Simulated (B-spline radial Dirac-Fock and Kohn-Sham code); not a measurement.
## What relativity does to the binding energies of Sr²³⁺

System: strontium as Sr²³⁺, configuration 1s2 2s2 2p6 3s2 3p3.

Both columns are ΔSCF binding energies of the configuration average from a radial atomic solver: non-relativistic Hartree-Fock with a point nucleus, and Dirac-Fock with a finite nucleus and the Coulomb interaction alone, averaged over the two j levels with weights 2j+1.

```
shell  Hartree-Fock (eV)  Dirac-Fock (eV)  shift (eV)  shift (%)
   1s            16879.7          17207.1     +327.46      +1.94
   2s             3166.8           3246.8      +80.01      +2.53
   3s             1153.3           1174.5      +21.20      +1.84
   3p             1090.2           1098.0       +7.81      +0.72
```

Relativity binds 1s, 2s, 3s, 3p more strongly, among those listed most of all 2s in relative terms.

Values without a named source are computed, but for edge energies of neutral atoms, which are taken from tables.
